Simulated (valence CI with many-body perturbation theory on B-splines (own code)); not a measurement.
E1 transitions of Cd17+

Calculated by valence CI with perturbative core correlation (CI+MBPT): three valence electrons over a frozen Dirac-Fock core [Ar] 3d10, a basis of 11 s, 11 p, 10 d, 8 f, 5 g, 2 h functions for each j, with the one-electron correlation potential Σ1, the two-electron term Σ2, the three-electron term Σ3, Breit, model QED; selected CI, second order for the rest, scaled by the run's own slope (own B-spline code, finite nucleus).

No measured spectrum was set against this ion. As an estimate, levels hold to about 250 cm⁻¹ or 0.2 % of their energy and the worst to 1 %, as in measured heavy ions of charge 2 to 7; those with d or f electrons hold less well.

Lines 151 to 200 of 557 in falling wavelength, among levels below 1981700 cm⁻¹, chosen from the strongest by gf and those to the six lowest levels. Wavelengths and rates use the calculated energies, so an error of 1000 cm⁻¹ moves a line at 225.7 Å by 0.23 % and its rate by three times that or more. Electric multipoles are in the length gauge with retardation, E1 and E2 with the static RPA response of the core. Weak lines are less certain than strong ones. Lines between different terms over intervals too small for the method are left out, as are lines whose strength nearly cancels. Where a level lies close to another of its J and parity, the split of strength between their lines is uncertain. The highest levels of a list are the least certain.

Names give the largest LS component (configuration and term), which can be under half, so a name can repeat, a term be missing and a line seem to break the LS rules; names also repeat where a configuration has a term twice. Letters in brackets count levels of one name in rising energy.

| λ vac (Å) | Upper | Lower | A (s⁻¹) | S (a.u.) with core polarisation | S without |
| --- | --- | --- | --- | --- | --- |
| 225.7 | 4s.4p.4d 2P°_3/2 [b] | 4s2.4d 2D_5/2 | 3.97e+10 | 9.00e-01 | 9.85e-01 |
| 225.2 | 4p3 4S°_3/2 [b] | 4s.4p2 4P_3/2 | 1.98e+10 | 4.46e-01 | 4.88e-01 |
| 225.1 | 4s.4p.4f 2D_5/2 [b] | 4s2.4f 2F°_7/2 | 3.68e+10 | 1.24e+00 | 1.35e+00 |
| 224.4 | 4s.4p.4f 2F_7/2 [b] | 4s2.4f 2F°_5/2 | 1.30e+10 | 5.82e-01 | 6.36e-01 |
| 224.3 | 4p2.4f 4F°_9/2 | 4s.4d2 4F_9/2 | 4.72e+09 | 2.63e-01 | 2.87e-01 |
| 224.3 | 4s.4p.4f 2F_7/2 [b] | 4s2.4f 2F°_7/2 | 2.10e+10 | 9.35e-01 | 1.02e+00 |
| 224.2 | 4s.4p.4f 2D_5/2 [c] | 4s2.4f 2F°_5/2 | 2.76e+10 | 9.19e-01 | 1.01e+00 |
| 224.1 | 4s.4p.4f 2D_5/2 [c] | 4s2.4f 2F°_7/2 | 1.69e+10 | 5.64e-01 | 6.15e-01 |
| 223.0 | 4s.4p.4d 2D°_5/2 [b] | 4s2.4d 2D_5/2 | 4.11e+10 | 1.35e+00 | 1.48e+00 |
| 223.0 | 4s.4p2 2P_3/2 | 4s2.4p 2P°_3/2 | 7.12e+10 | 1.56e+00 | 1.70e+00 |
| 222.9 | 4p3 2D°_5/2 | 4s.4p2 4P_3/2 | 5.48e+07 | 1.80e-03 | 1.95e-03 |
| 222.3 | 4s.4p.4f 2G_9/2 [b] | 4s2.4f 2F°_7/2 | 6.26e+10 | 3.39e+00 | 3.70e+00 |
| 220.1 | 4s.4p.4d 2D°_3/2 [b] | 4s2.4d 2D_3/2 | 2.26e+10 | 4.77e-01 | 5.22e-01 |
| 219.9 | 4s.4p.4d 2P°_3/2 [b] | 4s2.4d 2D_3/2 | 2.07e+10 | 4.34e-01 | 4.74e-01 |
| 218.4 | 4p2.4f 2G°_7/2 [a] | 4p2.4d 2D_5/2 [a] | 6.94e+09 | 2.85e-01 | 3.15e-01 |
| 217.9 | 4s.4p.4f 2G_7/2 [c] | 4s2.4f 2F°_5/2 | 5.90e+10 | 2.41e+00 | 2.62e+00 |
| 217.8 | 4s.4p.4f 2G_7/2 [c] | 4s2.4f 2F°_7/2 | 1.00e+10 | 4.08e-01 | 4.46e-01 |
| 217.5 | 4p2.4f 4G°_11/2 | 4s.4p.4f 4F_9/2 [a] | 5.66e+09 | 3.45e-01 | 3.74e-01 |
| 216.5 | 4s.4p.4d 4F°_3/2 | 4s.4p2 2D_3/2 | 3.38e+08 | 6.76e-03 | 7.28e-03 |
| 213.3 | 4p3 2P°_3/2 | 4s.4p2 2D_3/2 | 6.48e+09 | 1.24e-01 | 1.36e-01 |
| 211.4 | 4s.4d2 4F_9/2 | 4s.4p.4d 2F°_7/2 [b] | 4.73e+09 | 2.21e-01 | 2.44e-01 |
| 206.8 | 4p3 4S°_3/2 [b] | 4s.4p2 4P_1/2 | 6.94e+09 | 1.21e-01 | 1.33e-01 |
| 205.7 | 4s.4p.4f 4G_9/2 | 4s.4p.4d 2F°_7/2 [b] | 9.89e+09 | 4.25e-01 | 4.72e-01 |
| 201.7 | 4p3 2P°_1/2 | 4s.4p2 4P_3/2 | 3.37e+08 | 2.73e-03 | 2.99e-03 |
| 201.5 | 4p2.4f 2G°_7/2 [a] | 4p2.4d 2G_7/2 | 7.28e+09 | 2.35e-01 | 2.56e-01 |
| 199.5 | 4p2.4f 4G°_9/2 [b] | 4p2.4d 2F_7/2 [b] | 5.86e+09 | 2.30e-01 | 2.54e-01 |
| 198.1 | 4s.4p.4f 2F_5/2 [b] | 4s.4p.4d 2D°_3/2 [b] | 9.33e+09 | 2.15e-01 | 2.37e-01 |
| 196.8 | 4s.4p.4f 2F_7/2 [a] | 4s.4p.4d 2F°_5/2 [b] | 1.36e+10 | 4.09e-01 | 4.48e-01 |
| 196.3 | 4s.4p2 2S_1/2 | 4s2.4p 2P°_1/2 | 4.62e+09 | 3.45e-02 | 3.78e-02 |
| 196.2 | 4s.4d2 2D_3/2 | 4s.4p.4d 2F°_5/2 [b] | 1.47e+10 | 2.19e-01 | 2.39e-01 |
| 196.1 | 4s.4p.4d 4F°_3/2 | 4s.4p2 4P_5/2 | 6.71e+07 | 9.99e-04 | 1.07e-03 |
| 195.8 | 4p.4d2 4G°_9/2 | 4p2.4d 2G_7/2 | 6.20e+09 | 2.29e-01 | 2.53e-01 |
| 194.7 | 4p2.4d 2P_3/2 [a] | 4p3 2D°_5/2 | 1.51e+10 | 2.20e-01 | 2.39e-01 |
| 194.5 | 4s.4p.4d 4P°_5/2 | 4s.4p2 2D_3/2 | 8.19e+08 | 1.78e-02 | 1.95e-02 |
| 194.0 | 4s.4p.4d 2P°_3/2 [a] | 4s.4p2 2P_3/2 | 1.52e+10 | 2.18e-01 | 2.38e-01 |
| 193.5 | 4p3 2P°_3/2 | 4s.4p2 4P_5/2 | 2.81e+08 | 4.02e-03 | 4.39e-03 |
| 193.3 | 4s.4p2 2P_3/2 | 4s2.4p 2P°_1/2 | 1.41e+10 | 2.01e-01 | 2.19e-01 |
| 192.0 | 4s.4p.4d 4D°_3/2 | 4s.4p2 2D_3/2 | 6.60e+09 | 9.22e-02 | 1.00e-01 |
| 191.3 | 4p.4d2 2H°_9/2 | 4p2.4d 4F_9/2 | 8.46e+09 | 2.92e-01 | 3.16e-01 |
| 190.7 | 4s.4p.4d 4F°_5/2 | 4s.4p2 4P_5/2 | 4.23e+09 | 8.67e-02 | 9.41e-02 |
| 190.3 | 4s.4p.4d 2D°_3/2 [a] | 4s.4p2 2P_1/2 | 1.57e+10 | 2.13e-01 | 2.32e-01 |
| 188.0 | 4p.4d2 4D°_5/2 [a] | 4p2.4d 2G_7/2 | 1.38e+10 | 2.72e-01 | 2.96e-01 |
| 187.7 | 4s.4p.4f 2F_7/2 [a] | 4s.4p.4d 2F°_7/2 [a] | 1.36e+10 | 3.56e-01 | 3.87e-01 |
| 187.4 | 4s.4p.4d 4F°_3/2 | 4s.4p2 4P_3/2 | 3.46e+09 | 4.49e-02 | 4.89e-02 |
| 186.8 | 4p3 2P°_1/2 | 4s.4p2 4P_1/2 | 3.43e+08 | 2.21e-03 | 2.41e-03 |
| 185.7 | 4p.4d2 4G°_5/2 [b] | 4p2.4d 2F_7/2 [a] | 1.19e+10 | 2.25e-01 | 2.45e-01 |
| 185.0 | 4p3 2P°_3/2 | 4s.4p2 4P_3/2 | 7.46e+08 | 9.32e-03 | 1.03e-02 |
| 184.9 | 4s.4p.4f 2F_5/2 [b] | 4s.4p.4d 2F°_5/2 [b] | 4.15e+10 | 7.77e-01 | 8.41e-01 |
| 184.5 | 4p.4d2 2H°_9/2 | 4p2.4d 2F_7/2 [a] | 9.30e+09 | 2.88e-01 | 3.16e-01 |
| 184.3 | 4s.4p.4f 2G_7/2 [b] | 4s.4p.4d 2F°_7/2 [b] | 2.79e+10 | 6.90e-01 | 7.48e-01 |
